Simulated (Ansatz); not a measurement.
`CCCCCCCBr`, relaxed with RKS PBE-D4/def2-SVP in the Gaussian-basis code of Ansatz from a rough embedded geometry. The force threshold is 0.03 eV/Å; the program also tests the step.

Charge 0, multiplicity 1.

Start:

```xyz
23

C     0.516    3.436   -0.254
C     0.535    1.950    0.083
C    -0.017    1.107   -1.065
C     0.068   -0.398   -0.806
C    -0.852   -0.856    0.324
C    -0.961   -2.377    0.439
C     0.336   -3.062    0.830
Br    0.956   -2.487    2.594
H     0.911    4.020    0.573
H    -0.501    3.768   -0.454
H     1.120    3.637   -1.136
H    -0.057    1.783    0.984
H     1.561    1.640    0.296
H     0.549    1.337   -1.971
H    -1.058    1.384   -1.249
H     1.105   -0.651   -0.574
H    -0.207   -0.927   -1.724
H    -0.499   -0.453    1.274
H    -1.853   -0.456    0.147
H    -1.730   -2.624    1.175
H    -1.273   -2.795   -0.523
H     0.207   -4.141    0.900
H     1.145   -2.835    0.138
```

| step | energy (eV) | largest force (eV/Å) | largest move (Å) |
| --- | --- | --- | --- |
| 1 | -77516.0448 | 0.786 | 0.000 |
| 2 | -77516.1673 | 0.216 | 0.077 |
| 3 | -77516.1802 | 0.049 | 0.036 |
| 4 | -77516.1814 | 0.027 | 0.021 |
| 5 | -77516.1827 | 0.028 | 0.064 |
| 6 | -77516.1838 | 0.068 | 0.106 |
| 7 | -77516.1842 | 0.043 | 0.036 |
| 8 | -77516.1844 | 0.027 | 0.027 |

End:

```xyz
23

C     0.539    3.461   -0.223
C     0.519    1.965    0.094
C     0.014    1.107   -1.072
C     0.040   -0.406   -0.815
C    -0.918   -0.874    0.286
C    -0.972   -2.394    0.482
C     0.351   -3.068    0.816
Br    1.173   -2.367    2.471
H     0.913    4.058    0.633
H    -0.476    3.835   -0.472
H     1.192    3.682   -1.094
H    -0.111    1.788    0.993
H     1.541    1.625    0.376
H     0.630    1.330   -1.972
H    -1.023    1.419   -1.336
H     1.081   -0.702   -0.555
H    -0.204   -0.941   -1.760
H    -0.638   -0.407    1.255
H    -1.945   -0.514    0.055
H    -1.715   -2.643    1.269
H    -1.336   -2.880   -0.454
H     0.228   -4.153    0.992
H     1.116   -2.919    0.031
```

Run time 27 s (4 threads of an AMD EPYC 7R13 on a shared host and a share of an NVIDIA H100 80 GB); peak host memory 0.86 GiB.
